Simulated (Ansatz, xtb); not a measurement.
## A ladder of methods for C4H11Al (AlEt2H)

The species is C4H11Al (16 atoms), meant as a singlet with charge 0. SMILES: `[H][Al]([CH2]C)[CH2]C`. The shape comes from GFN2-xTB, which is rough for such elements, and wasn't checked as a minimum. This is one conformer, not always the lowest.

```xyz
16

Al   -0.1344   -0.5982   -0.5574
C     1.6926   -1.1839    0.0250
C     2.0777   -0.6651    1.4243
H     2.4773   -0.8665   -0.6800
H     1.7457   -2.2848    0.0252
H     3.0955   -0.9518    1.6919
H     2.0121    0.4226    1.4632
H     1.4022   -1.0647    2.1808
C    -1.0055    1.1895   -0.2971
C    -2.4272    1.0652   -0.8756
H    -0.4858    2.0155   -0.8042
H    -1.0738    1.5057    0.7542
H    -2.9832    1.9998   -0.7950
H    -2.3860    0.7794   -1.9281
H    -2.9840    0.2879   -0.3503
H    -1.0231   -1.6505   -1.2769
```

Quantity: the dipole moment, in D. The values are calculated.

```json
{"level": "GFN2-xTB", "kind": "semi-empirical", "program": "xtb", "value (D)": "1.09"}
{"level": "GFN0-xTB", "kind": "semi-empirical", "program": "xtb", "value (D)": "1.42"}
{"level": "GFN1-xTB", "kind": "semi-empirical", "program": "xtb", "value (D)": "1.04"}
{"level": "HF/STO-3G", "kind": "Hartree–Fock", "program": "Ansatz", "value (D)": "0.24"}
{"level": "HF/3-21G", "kind": "Hartree–Fock", "program": "Ansatz", "value (D)": "0.64"}
{"level": "HF/6-31+G* (spherical functions)", "kind": "Hartree–Fock", "program": "Ansatz", "value (D)": "0.63"}
{"level": "HF/def2-SVP", "kind": "Hartree–Fock", "program": "Ansatz", "value (D)": "0.64"}
{"level": "PBE/3-21G", "kind": "GGA", "program": "Ansatz", "value (D)": "0.73"}
{"level": "B3LYP/STO-3G", "kind": "global hybrid", "program": "Ansatz", "value (D)": "0.23"}
{"level": "B3LYP/6-31G* (spherical functions)", "kind": "global hybrid", "program": "Ansatz", "value (D)": "0.67"}
```

The values span 0.23 to 1.42 D. Magnitudes only. Sets without polarisation functions give poor dipoles.
